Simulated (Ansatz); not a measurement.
Molecular dynamics of C$_{2}$H$_{9}$AlO

The input (input.yaml):

```yaml
crystal:
  periodic: [false, false, false]
  atoms:
    - { symbol: Al, position_ang: [-0.1813, 0.3219, 0.5378] }
    - { symbol: H, position_ang: [1.2688, -0.8773, 1.2195] }
    - { symbol: C, position_ang: [0.4468, 1.9201, -0.4316] }
    - { symbol: O, position_ang: [-1.4507, 0.2145, 1.5648] }
    - { symbol: H, position_ang: [0.7185, -1.1515, 0.4422] }
    - { symbol: C, position_ang: [-0.0009, -1.6134, -0.6702] }
    - { symbol: H, position_ang: [-0.028, 2.0367, -1.4074] }
    - { symbol: H, position_ang: [0.2656, 2.8412, 0.1265] }
    - { symbol: H, position_ang: [1.52, 1.8448, -0.6095] }
    - { symbol: H, position_ang: [-2.1658, 0.1012, 2.1723] }
    - { symbol: H, position_ang: [-0.8698, -1.2675, -1.2626] }
    - { symbol: H, position_ang: [-0.3109, -2.5856, -0.2791] }
    - { symbol: H, position_ang: [0.7878, -1.7852, -1.4027] }
magnetization:
  spin_polarized: true
basis:
  gaussian: { orbitals: "6-31G" }
hamiltonian:
  xc: pbe0
md:
  timestep: 0.5
  n_steps: 150
  ensemble: nve
  temperature: 1000.0
  initial_velocities: maxwell_boltzmann
  seed: 79171
```

Launched with:

```bash
$ ansatz run input.yaml --threads 1 --pin off --max-ram 2048MiB --backend cpu --events-out ev --progress --plain --runs-dir out
```

It starts from a rough guess of a transition structure, not a stationary point.

Output, in part (one step line in 3, the closing report, with atoms numbered from 0):

```
md step     0: t =     0.00 fs  T =  1000.0 K  F+E_penalty+E_count = -10853.69562213 eV  E_kin = 1.421860 eV  conserved = -10852.27376214 eV  (27 SCF iters)
md step     3: t =     1.50 fs  T =   848.5 K  F+E_penalty+E_count = -10853.47360840 eV  E_kin = 1.206453 eV  conserved = -10852.26715536 eV  (31 SCF iters)
md step     6: t =     3.00 fs  T =   711.0 K  F+E_penalty+E_count = -10853.27608558 eV  E_kin = 1.010891 eV  conserved = -10852.26519457 eV  (31 SCF iters)
md step     9: t =     4.50 fs  T =   796.3 K  F+E_penalty+E_count = -10853.39947922 eV  E_kin = 1.132238 eV  conserved = -10852.26724160 eV  (31 SCF iters)
md step    12: t =     6.00 fs  T =   936.2 K  F+E_penalty+E_count = -10853.60024411 eV  E_kin = 1.331122 eV  conserved = -10852.26912258 eV  (29 SCF iters)
md step    15: t =     7.50 fs  T =   959.9 K  F+E_penalty+E_count = -10853.63387872 eV  E_kin = 1.364840 eV  conserved = -10852.26903863 eV  (30 SCF iters)
md step    18: t =     9.00 fs  T =  1089.2 K  F+E_penalty+E_count = -10853.81170667 eV  E_kin = 1.548682 eV  conserved = -10852.26302442 eV  (30 SCF iters)
md step    21: t =    10.50 fs  T =  1572.1 K  F+E_penalty+E_count = -10854.51386185 eV  E_kin = 2.235311 eV  conserved = -10852.27855098 eV  (29 SCF iters)
md step    24: t =    12.00 fs  T =  1444.4 K  F+E_penalty+E_count = -10854.32284935 eV  E_kin = 2.053712 eV  conserved = -10852.26913730 eV  (30 SCF iters)
md step    27: t =    13.50 fs  T =  1256.7 K  F+E_penalty+E_count = -10854.05415450 eV  E_kin = 1.786784 eV  conserved = -10852.26737032 eV  (30 SCF iters)
md step    30: t =    15.00 fs  T =  1261.4 K  F+E_penalty+E_count = -10854.06319254 eV  E_kin = 1.793492 eV  conserved = -10852.26970062 eV  (30 SCF iters)
md step    33: t =    16.50 fs  T =  1240.4 K  F+E_penalty+E_count = -10854.03202383 eV  E_kin = 1.763704 eV  conserved = -10852.26831956 eV  (31 SCF iters)
md step    36: t =    18.00 fs  T =  1254.2 K  F+E_penalty+E_count = -10854.05226634 eV  E_kin = 1.783341 eV  conserved = -10852.26892583 eV  (30 SCF iters)
md step    39: t =    19.50 fs  T =  1430.7 K  F+E_penalty+E_count = -10854.29928707 eV  E_kin = 2.034295 eV  conserved = -10852.26499235 eV  (30 SCF iters)
md step    42: t =    21.00 fs  T =  1855.6 K  F+E_penalty+E_count = -10854.91498836 eV  E_kin = 2.638419 eV  conserved = -10852.27656897 eV  (31 SCF iters)
md step    45: t =    22.50 fs  T =  1753.5 K  F+E_penalty+E_count = -10854.76266440 eV  E_kin = 2.493232 eV  conserved = -10852.26943192 eV  (31 SCF iters)
md step    48: t =    24.00 fs  T =  1516.6 K  F+E_penalty+E_count = -10854.42175792 eV  E_kin = 2.156378 eV  conserved = -10852.26537946 eV  (30 SCF iters)
md step    51: t =    25.50 fs  T =  1518.3 K  F+E_penalty+E_count = -10854.42715015 eV  E_kin = 2.158829 eV  conserved = -10852.26832153 eV  (30 SCF iters)
md step    54: t =    27.00 fs  T =  1562.5 K  F+E_penalty+E_count = -10854.49039630 eV  E_kin = 2.221727 eV  conserved = -10852.26866943 eV  (30 SCF iters)
md step    57: t =    28.50 fs  T =  1570.2 K  F+E_penalty+E_count = -10854.50137819 eV  E_kin = 2.232587 eV  conserved = -10852.26879100 eV  (29 SCF iters)
md step    60: t =    30.00 fs  T =  1641.2 K  F+E_penalty+E_count = -10854.59801509 eV  E_kin = 2.333579 eV  conserved = -10852.26443576 eV  (30 SCF iters)
md step    63: t =    31.50 fs  T =  1969.4 K  F+E_penalty+E_count = -10855.07456282 eV  E_kin = 2.800202 eV  conserved = -10852.27436095 eV  (31 SCF iters)
md step    66: t =    33.00 fs  T =  1914.4 K  F+E_penalty+E_count = -10854.99252381 eV  E_kin = 2.722041 eV  conserved = -10852.27048325 eV  (29 SCF iters)
md step    69: t =    34.50 fs  T =  1699.3 K  F+E_penalty+E_count = -10854.68077189 eV  E_kin = 2.416157 eV  conserved = -10852.26461476 eV  (29 SCF iters)
md step    72: t =    36.00 fs  T =  1781.6 K  F+E_penalty+E_count = -10854.80242388 eV  E_kin = 2.533248 eV  conserved = -10852.26917615 eV  (30 SCF iters)
md step    75: t =    37.50 fs  T =  1850.6 K  F+E_penalty+E_count = -10854.90109979 eV  E_kin = 2.631266 eV  conserved = -10852.26983373 eV  (30 SCF iters)
md step    78: t =    39.00 fs  T =  1788.7 K  F+E_penalty+E_count = -10854.81257761 eV  E_kin = 2.543238 eV  conserved = -10852.26933927 eV  (30 SCF iters)
md step    81: t =    40.50 fs  T =  1734.7 K  F+E_penalty+E_count = -10854.73101236 eV  E_kin = 2.466538 eV  conserved = -10852.26447406 eV  (31 SCF iters)
md step    84: t =    42.00 fs  T =  2007.6 K  F+E_penalty+E_count = -10855.12598646 eV  E_kin = 2.854515 eV  conserved = -10852.27147109 eV  (31 SCF iters)
md step    87: t =    43.50 fs  T =  2112.8 K  F+E_penalty+E_count = -10855.27648384 eV  E_kin = 3.004090 eV  conserved = -10852.27239363 eV  (32 SCF iters)
md step    90: t =    45.00 fs  T =  1914.3 K  F+E_penalty+E_count = -10854.98713336 eV  E_kin = 2.721900 eV  conserved = -10852.26523307 eV  (31 SCF iters)
md step    93: t =    46.50 fs  T =  1888.0 K  F+E_penalty+E_count = -10854.95315077 eV  E_kin = 2.684472 eV  conserved = -10852.26867835 eV  (31 SCF iters)
md step    96: t =    48.00 fs  T =  1860.7 K  F+E_penalty+E_count = -10854.91537413 eV  E_kin = 2.645719 eV  conserved = -10852.26965524 eV  (28 SCF iters)
md step    99: t =    49.50 fs  T =  1717.2 K  F+E_penalty+E_count = -10854.71025395 eV  E_kin = 2.441599 eV  conserved = -10852.26865512 eV  (30 SCF iters)
md step   102: t =    51.00 fs  T =  1605.2 K  F+E_penalty+E_count = -10854.54676677 eV  E_kin = 2.282330 eV  conserved = -10852.26443649 eV  (31 SCF iters)
md step   105: t =    52.50 fs  T =  1814.6 K  F+E_penalty+E_count = -10854.84984955 eV  E_kin = 2.580057 eV  conserved = -10852.26979242 eV  (31 SCF iters)
md step   108: t =    54.00 fs  T =  1938.6 K  F+E_penalty+E_count = -10855.02952628 eV  E_kin = 2.756455 eV  conserved = -10852.27307140 eV  (30 SCF iters)
md step   111: t =    55.50 fs  T =  1758.0 K  F+E_penalty+E_count = -10854.76529967 eV  E_kin = 2.499693 eV  conserved = -10852.26560688 eV  (31 SCF iters)
md step   114: t =    57.00 fs  T =  1768.9 K  F+E_penalty+E_count = -10854.78434022 eV  E_kin = 2.515131 eV  conserved = -10852.26920884 eV  (30 SCF iters)
md step   117: t =    58.50 fs  T =  1771.9 K  F+E_penalty+E_count = -10854.78972447 eV  E_kin = 2.519389 eV  conserved = -10852.27033513 eV  (30 SCF iters)
md step   120: t =    60.00 fs  T =  1616.5 K  F+E_penalty+E_count = -10854.56661265 eV  E_kin = 2.298448 eV  conserved = -10852.26816477 eV  (31 SCF iters)
md step   123: t =    61.50 fs  T =  1498.8 K  F+E_penalty+E_count = -10854.39598332 eV  E_kin = 2.131084 eV  conserved = -10852.26489960 eV  (31 SCF iters)
md step   126: t =    63.00 fs  T =  1694.1 K  F+E_penalty+E_count = -10854.67632197 eV  E_kin = 2.408776 eV  conserved = -10852.26754548 eV  (31 SCF iters)
md step   129: t =    64.50 fs  T =  1956.7 K  F+E_penalty+E_count = -10855.05515416 eV  E_kin = 2.782172 eV  conserved = -10852.27298181 eV  (31 SCF iters)
md step   132: t =    66.00 fs  T =  1898.9 K  F+E_penalty+E_count = -10854.96692522 eV  E_kin = 2.699947 eV  conserved = -10852.26697846 eV  (31 SCF iters)
md step   135: t =    67.50 fs  T =  1869.2 K  F+E_penalty+E_count = -10854.92691230 eV  E_kin = 2.657752 eV  conserved = -10852.26916031 eV  (29 SCF iters)
md step   138: t =    69.00 fs  T =  1793.6 K  F+E_penalty+E_count = -10854.82074541 eV  E_kin = 2.550316 eV  conserved = -10852.27042924 eV  (30 SCF iters)
md step   141: t =    70.50 fs  T =  1555.0 K  F+E_penalty+E_count = -10854.47903401 eV  E_kin = 2.210970 eV  conserved = -10852.26806430 eV  (29 SCF iters)
md step   144: t =    72.00 fs  T =  1367.7 K  F+E_penalty+E_count = -10854.20980575 eV  E_kin = 1.944725 eV  conserved = -10852.26508107 eV  (30 SCF iters)
md step   147: t =    73.50 fs  T =  1483.3 K  F+E_penalty+E_count = -10854.37668098 eV  E_kin = 2.109036 eV  conserved = -10852.26764469 eV  (30 SCF iters)
md step   150: t =    75.00 fs  T =  1653.1 K  F+E_penalty+E_count = -10854.62433803 eV  E_kin = 2.350480 eV  conserved = -10852.27385764 eV  (28 SCF iters)
Total energy: -10854.62437068 eV, -398.9000880938 hartree
Atom 0 at     0.109781     0.970286     1.281053 Å, force    -1.372962    -0.657626     0.068762 eV/Å
Atom 1 at     1.360170     0.756399     2.306534 Å, force    -0.464945    -0.093832    -0.023194 eV/Å
Atom 2 at     0.073418     1.887140    -0.334182 Å, force     1.048469     1.960061    -2.508057 eV/Å
Atom 3 at    -1.432662     0.149317     0.872906 Å, force     0.698321    -1.774894     1.847432 eV/Å
Atom 4 at    -0.584801    -3.609857    -1.507702 Å, force     0.375540    -0.606914    -0.631457 eV/Å
Atom 5 at    -0.152459    -2.637259    -1.295769 Å, force    -1.349206    -0.462570     0.271138 eV/Å
Atom 6 at    -0.671596     2.643965    -0.733642 Å, force     0.547821    -0.989361     1.033219 eV/Å
Atom 7 at     1.046352     2.427255    -0.262630 Å, force    -0.103922    -0.032932    -1.110248 eV/Å
Atom 8 at     0.092951     1.069626    -1.138302 Å, force     0.278649     1.035247     1.020188 eV/Å
Atom 9 at    -1.545057    -0.755116     1.261796 Å, force    -0.651473     0.537070    -0.326271 eV/Å
Atom 10 at    -0.220158    -2.009244    -2.202345 Å, force     0.659124    -0.217350     0.589628 eV/Å
Atom 11 at     0.786881    -2.786938    -0.764237 Å, force     0.295275     0.395476    -0.532416 eV/Å
Atom 12 at    -0.901281    -2.307590    -0.580191 Å, force     0.039309     0.907623     0.301277 eV/Å
Dipole moment:     0.247666    -0.188179     0.320854 e Å
```

All steps were run. The conserved energy stayed within 0.91 meV per atom of its start (net change -0.0074 meV per atom), so the integration is sound. The system heated up, since it started high on the potential surface and ran downhill. A run of 0.075 ps of so small a system gives no equilibrium averages. The orbitals stay closed-shell, which can raise the energy where a bond breaks towards radicals; this wasn't checked here. Limits of this set-up: no polarisation functions.

The step under study would form Al1–C6, H2–H5 and break Al1–H2, H5–C6. These pairs go: Al1–C6 2.29 → 4.44 Å, H2–H5 0.99 → 6.12 Å, Al1–H2 2.00 → 1.63 Å, H5–C6 1.40 → 1.09 Å. In the last frame they stand as before the step (other bonds may differ from the relaxed reactants and products). Also parted: Al1–H5 1.73 → 5.41 Å. It ends as CH4 + CH5AlO. Pairs count as bonded within 1.25 times the sum of covalent radii (0.12 Å more for H–H).

Last frame:

```xyz
13
Properties=species:S:1:pos:R:3
Al 0.110 0.970 1.281
H 1.360 0.756 2.307
C 0.073 1.887 -0.334
O -1.433 0.149 0.873
H -0.585 -3.610 -1.508
C -0.152 -2.637 -1.296
H -0.672 2.644 -0.734
H 1.046 2.427 -0.263
H 0.093 1.070 -1.138
H -1.545 -0.755 1.262
H -0.220 -2.009 -2.202
H 0.787 -2.787 -0.764
H -0.901 -2.308 -0.580
```

Time of the run: 10 min on 1 thread of Arm Neoverse V2, with other jobs on the host, peak memory 0.17 GiB.
